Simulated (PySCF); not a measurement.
# First hyperpolarisability: `InChI=1S/C6H9NS/c1-2-3-6-7-4-5-8-6/h4-5H,2-3H2,1H3`

Molfile (atoms numbered from 1):
```
C6H9NS
     RDKit          3D

 17 17  0  0  0  0  0  0  0  0999 V2000
   -2.9689   -0.4926   -0.0536 C   0  0  0  0  0  0  0  0  0  0  0  0
   -1.4787   -0.7421    0.1048 C   0  0  0  0  0  0  0  0  0  0  0  0
   -0.6273    0.3780   -0.4954 C   0  0  0  0  0  0  0  0  0  0  0  0
    0.8415    0.1418   -0.3757 C   0  0  0  0  0  0  0  0  0  0  0  0
    1.6231   -0.1907   -1.3592 N   0  0  0  0  0  0  0  0  0  0  0  0
    2.9080   -0.3794   -0.9393 C   0  0  0  0  0  0  0  0  0  0  0  0
    3.1296   -0.1919    0.3968 C   0  0  0  0  0  0  0  0  0  0  0  0
    1.6566    0.2449    1.1658 S   0  0  0  0  0  0  0  0  0  0  0  0
   -3.5618   -1.3080    0.3868 H   0  0  0  0  0  0  0  0  0  0  0  0
   -3.2729    0.4447    0.4394 H   0  0  0  0  0  0  0  0  0  0  0  0
   -3.2497   -0.4121   -1.1158 H   0  0  0  0  0  0  0  0  0  0  0  0
   -1.1981   -1.6938   -0.3763 H   0  0  0  0  0  0  0  0  0  0  0  0
   -1.2260   -0.8568    1.1728 H   0  0  0  0  0  0  0  0  0  0  0  0
   -0.8937    1.3386   -0.0221 H   0  0  0  0  0  0  0  0  0  0  0  0
   -0.8365    0.4777   -1.5713 H   0  0  0  0  0  0  0  0  0  0  0  0
    3.6778   -0.6597   -1.6607 H   0  0  0  0  0  0  0  0  0  0  0  0
    4.0619   -0.2811    0.9514 H   0  0  0  0  0  0  0  0  0  0  0  0
  1  2  1  0
  2  3  1  0
  3  4  1  0
  4  5  2  0
  5  6  1  0
  6  7  2  0
  7  8  1  0
  8  4  1  0
  1  9  1  0
  1 10  1  0
  1 11  1  0
  2 12  1  0
  2 13  1  0
  3 14  1  0
  3 15  1  0
  6 16  1  0
  7 17  1  0
M  END
```

Computed with PySCF, quadratic response CAM-B3LYP/aug-cc-pVDZ first hyperpolarisability, Taylor convention, gas phase. Geometry: PBE0-D3(BJ)/def2-SVP.

Problem. Give β for the processes computed.

Solution. In au, Taylor convention; the vector part is βᵢ = ⅓ Σⱼ (βᵢⱼⱼ + βⱼᵢⱼ + βⱼⱼᵢ); β∥ is 3/5 of the vector part along the dipole, the dipole points from − to +:
```
                   process  λ (nm)  β vector norm     β∥  β HRS  depolarisation ratio
           static β(0;0,0)       ∞          103.0  -27.6   40.0                  6.38
second harmonic β(−2ω;ω,ω)    1907          106.1  -28.2   41.4                  6.35
         Pockels β(−ω;ω,0)    1907          104.0  -27.8      –                     –
second harmonic β(−2ω;ω,ω)    1064          113.4  -29.4   44.7                  6.20
         Pockels β(−ω;ω,0)    1064          106.3  -28.2      –                     –
```

Problem. Which lowest excitations, dipole and polarisabilities go with it?

Solution. S1 5.53 eV (f = 0.126); S2 5.58 eV (f = 0.001); S3 5.99 eV (f = 0.003); dipole 1.31 D; isotropic α 97.1 au static, 97.4 au at 1907 nm, 98.1 au at 1064 nm, 98.3 au at 953.5 nm, 101.2 au at 532 nm.
